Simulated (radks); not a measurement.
Valence configurations of Tb2+ (all share [Xe]). All-electron calculation, scalar-relativistic Kohn-Sham, PBE, spin-polarised, spherical densities, finite nucleus; open shells are filled with parallel spins first (spin-orbit coupling, left out, can overturn this in heavy ions); Fermi nuclear charge, rms radius 5.06 fm. Program: a radial shooting solver on a logarithmic mesh with Libxc functionals. Energies are relative to 4f9; eigenvalues in eV for spin up.

valence          E (eV)  moment (Bohr magnetons)    e(4f)    e(5d)    e(6p)    e(6s)
4f9               0.000                        5  -18.232        -        -        -
4f8 6s1           2.797                        7  -27.287        -        -  -16.883
4f8 6p1           7.501                        7  -28.511        -  -12.849        -
4f8 5d1           2.403                        7  -24.624  -15.740        -        -
4f7 6s2          13.086                        7  -37.850        -        -  -18.509
4f8.5 6s0.5       0.695                        6  -22.554        -        -  -15.706
4f6.5 5d2 6s0.5  17.336                        9  -37.049  -19.385        -  -17.473
4f6.5 5d0.5 6s2  22.233                        7  -41.742  -22.047        -  -18.916
4f7 6s1 6p1      17.208                        9  -38.933        -  -14.401  -19.712

NIST lists [Xe] 4f9 as the ground configuration; this level of theory agrees among the configurations tried. The energies are those of spherical high-spin densities, not of single terms.
